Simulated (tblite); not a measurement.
Species: C₅H₁₆AlN.
SMILES with atom numbers: `[CH3:1][CH2:2][CH2:3][N+:4]([CH3:5])([CH3:6])[AlH3-:7]` (hydrogens: H8, H9, H10 on C1; H11, H12 on C2; H13, H14 on C3; H15, H16, H17 on C5; H18, H19, H20 on C6; H21, H22, H23 on Al7)

Computed with GFN2-xTB (tblite), gas phase: L-BFGS steps from a force-field or distance-geometry start until the largest atomic force falls under 0.01 eV/Å.

Step 51: E = -623.0382 eV
```
atom  x, y, z in Å  |  force x, y, z in eV/Å
C1      2.8881    0.3474    0.5338   -0.037  -0.001   0.005
C2      1.5749    0.3050   -0.2415    0.004   0.008  -0.002
C3      0.4859   -0.4103    0.5517    0.040   0.033   0.013
N4     -0.8447   -0.2871   -0.0477    0.042  -0.083   0.004
C5     -1.8180   -0.8725    0.8642   -0.010  -0.004   0.017
C6     -0.9161   -0.9419   -1.3432   -0.001  -0.021  -0.039
Al7    -1.4658    1.6677   -0.3110    0.065   0.018  -0.001
H8      3.6475    0.8913   -0.0235   -0.048  -0.044  -0.027
H9      3.2551   -0.6606    0.7225   -0.006   0.028   0.010
H10     2.7485    0.8506    1.4874   -0.003  -0.020   0.015
H11     1.2331    1.3247   -0.4423   -0.045  -0.014   0.015
H12     1.7365   -0.1971   -1.1966    0.041   0.012   0.004
H13     0.7454   -1.4734    0.6925   -0.023   0.069  -0.054
H14     0.4234    0.0572    1.5379    0.023   0.012   0.025
H15    -1.8304   -0.2852    1.7821    0.009  -0.001   0.043
H16    -2.8122   -0.8180    0.4253   -0.007   0.002  -0.050
H17    -1.5823   -1.9159    1.0979    0.014   0.009   0.003
H18    -0.6140   -1.9930   -1.2860   -0.013  -0.004   0.004
H19    -1.9369   -0.8798   -1.7192   -0.032   0.024   0.041
H20    -0.2794   -0.4139   -2.0494    0.026  -0.004  -0.009
H21    -3.0102    1.3929   -0.4645    0.029   0.029  -0.019
H22    -0.9353    2.2435    1.0547   -0.029  -0.028   0.029
H23    -0.6979    2.0951   -1.6149   -0.038  -0.021  -0.029
```

Step 52: E = -623.0397 eV
```
atom  x, y, z in Å  |  force x, y, z in eV/Å
C1      2.8889    0.3516    0.5333   -0.038  -0.001  -0.004
C2      1.5738    0.3030   -0.2391    0.017   0.028  -0.013
C3      0.4857   -0.4139    0.5528    0.073   0.022   0.026
N4     -0.8444   -0.2891   -0.0452    0.053  -0.044   0.011
C5     -1.8181   -0.8738    0.8658   -0.015   0.002   0.020
C6     -0.9182   -0.9389   -1.3426   -0.005  -0.021  -0.022
Al7    -1.4609    1.6664   -0.3138    0.035   0.009   0.004
H8      3.6446    0.8968   -0.0294   -0.068  -0.046   0.000
H9      3.2610   -0.6555    0.7194   -0.015   0.042   0.024
H10     2.7491    0.8559    1.4873    0.012  -0.039  -0.015
H11     1.2268    1.3206   -0.4390   -0.039   0.013   0.010
H12     1.7373   -0.1963   -1.1953    0.037   0.001   0.006
H13     0.7462   -1.4753    0.6911   -0.018   0.010  -0.059
H14     0.4270    0.0473    1.5418    0.007   0.039   0.030
H15    -1.8299   -0.2875    1.7844    0.008   0.000   0.041
H16    -2.8113   -0.8168    0.4258   -0.019   0.000  -0.047
H17    -1.5847   -1.9177    1.0990    0.017   0.002   0.000
H18    -0.6309   -1.9938   -1.2853   -0.008  -0.015  -0.007
H19    -1.9377   -0.8615   -1.7194   -0.027   0.021   0.024
H20    -0.2714   -0.4173   -2.0447    0.011  -0.012  -0.006
H21    -3.0047    1.3890   -0.4750    0.032   0.031  -0.017
H22    -0.9414    2.2435    1.0553   -0.020  -0.027   0.025
H23    -0.6917    2.0902   -1.6169   -0.028  -0.013  -0.031
```

Step 53: E = -623.0410 eV
```
atom  x, y, z in Å  |  force x, y, z in eV/Å
C1      2.8885    0.3549    0.5329   -0.031  -0.001  -0.006
C2      1.5730    0.3021   -0.2376    0.016   0.039  -0.018
C3      0.4868   -0.4160    0.5542    0.069   0.004   0.026
N4     -0.8430   -0.2915   -0.0432    0.041   0.014   0.016
C5     -1.8182   -0.8746    0.8671   -0.010   0.007   0.013
C6     -0.9197   -0.9368   -1.3428   -0.005  -0.012   0.013
Al7    -1.4559    1.6652   -0.3158    0.003  -0.006   0.008
H8      3.6415    0.8996   -0.0339   -0.066  -0.031   0.012
H9      3.2644   -0.6509    0.7175   -0.019   0.033   0.035
H10     2.7491    0.8595    1.4870    0.021  -0.042  -0.027
H11     1.2204    1.3174   -0.4361   -0.029   0.040   0.001
H12     1.7383   -0.1952   -1.1944    0.030  -0.006   0.007
H13     0.7468   -1.4761    0.6896   -0.001  -0.050  -0.053
H14     0.4303    0.0405    1.5454   -0.004   0.055   0.024
H15    -1.8290   -0.2891    1.7867    0.003  -0.004   0.026
H16    -2.8104   -0.8155    0.4247   -0.016  -0.001  -0.032
H17    -1.5858   -1.9187    1.0995    0.012  -0.007   0.002
H18    -0.6443   -1.9942   -1.2850   -0.003  -0.034  -0.021
H19    -1.9387   -0.8464   -1.7182   -0.019   0.016   0.006
H20    -0.2652   -0.4203   -2.0416   -0.003  -0.019  -0.005
H21    -2.9994    1.3875   -0.4835    0.033   0.031  -0.015
H22    -0.9470    2.2414    1.0571   -0.007  -0.023   0.021
H23    -0.6872    2.0843   -1.6197   -0.016  -0.003  -0.032
```

Step 54: E = -623.0421 eV
```
atom  x, y, z in Å  |  force x, y, z in eV/Å
C1      2.8878    0.3578    0.5326   -0.012  -0.004  -0.005
C2      1.5733    0.3013   -0.2372    0.003   0.038  -0.015
C3      0.4896   -0.4179    0.5556    0.035  -0.014   0.017
N4     -0.8404   -0.2928   -0.0410    0.016   0.047   0.018
C5     -1.8173   -0.8746    0.8690    0.001   0.007   0.004
C6     -0.9219   -0.9348   -1.3423   -0.008  -0.011   0.026
Al7    -1.4530    1.6636   -0.3183   -0.017  -0.017   0.007
H8      3.6381    0.9038   -0.0352   -0.049  -0.010   0.010
H9      3.2681   -0.6462    0.7157   -0.022   0.015   0.039
H10     2.7478    0.8602    1.4874    0.022  -0.031  -0.021
H11     1.2151    1.3146   -0.4350   -0.016   0.053  -0.007
H12     1.7410   -0.1958   -1.1937    0.021  -0.006   0.006
H13     0.7475   -1.4780    0.6870    0.019  -0.079  -0.041
H14     0.4344    0.0359    1.5487   -0.006   0.053   0.006
H15    -1.8254   -0.2912    1.7907   -0.005  -0.014   0.003
H16    -2.8093   -0.8121    0.4249    0.005  -0.001  -0.010
H17    -1.5862   -1.9198    1.0985    0.002  -0.002   0.004
H18    -0.6597   -1.9964   -1.2845   -0.012  -0.008  -0.033
H19    -1.9411   -0.8293   -1.7170    0.027   0.005   0.006
H20    -0.2586   -0.4243   -2.0388   -0.031  -0.039   0.011
H21    -2.9955    1.3845   -0.4936    0.032   0.031  -0.013
H22    -0.9550    2.2383    1.0591    0.003  -0.019   0.015
H23    -0.6840    2.0801   -1.6225   -0.008   0.004  -0.027
```

**Question.** Estimate the geometry and energy of step 55. (The exact step hangs on the optimiser's Hessian estimate; all steps are aligned on step 54, rigid shifts and turns removed.)

**Answer.** E = -623.0426 eV, largest force 0.103 eV/Å
```
atom  x, y, z in Å  |  force x, y, z in eV/Å
C1      2.8846    0.3580    0.5313   -0.003   0.005   0.003
C2      1.5709    0.3044   -0.2367   -0.023   0.023  -0.006
C3      0.4907   -0.4166    0.5580   -0.010  -0.029  -0.004
N4     -0.8386   -0.2946   -0.0410   -0.012   0.078   0.018
C5     -1.8182   -0.8751    0.8674    0.016   0.010  -0.014
C6     -0.9201   -0.9360   -1.3432    0.014   0.030   0.098
Al7    -1.4465    1.6633   -0.3161   -0.032  -0.022   0.005
H8      3.6355    0.8960   -0.0399    0.000   0.032  -0.014
H9      3.2609   -0.6451    0.7184   -0.011  -0.039   0.039
H10     2.7497    0.8630    1.4841    0.011  -0.002   0.009
H11     1.2084    1.3172   -0.4306    0.003   0.053  -0.014
H12     1.7391   -0.1907   -1.1942    0.006  -0.003   0.006
H13     0.7478   -1.4767    0.6878    0.038  -0.084  -0.025
H14     0.4331    0.0384    1.5511    0.000   0.037  -0.017
H15    -1.8301   -0.2893    1.7876   -0.012  -0.011  -0.004
H16    -2.8083   -0.8169    0.4175    0.014   0.002   0.008
H17    -1.5846   -1.9185    1.1007   -0.002  -0.016   0.008
H18    -0.6535   -1.9935   -1.2870    0.007  -0.099  -0.025
H19    -1.9388   -0.8341   -1.7126   -0.050   0.010  -0.028
H20    -0.2627   -0.4238   -2.0411    0.010  -0.002  -0.020
H21    -2.9887    1.3943   -0.4884    0.012   0.021  -0.014
H22    -0.9512    2.2324    1.0642    0.019  -0.010   0.011
H23    -0.6842    2.0708   -1.6270    0.005   0.015  -0.020
```

The energy changes by -0.0005 eV. The first-order estimate −F·Δx gives -0.0016 eV and the mean of the old and new forces, exact on a quadratic surface, -0.0005 eV. The step makes an angle of 75° with the force vector and moves no atom by more than 0.013 Å.

What follows is the cost of the whole relaxation. The run took 0.88 s of wall time on Arm Neoverse V1, one thread, shared host with 32 logical CPUs at a one-minute load of 18.
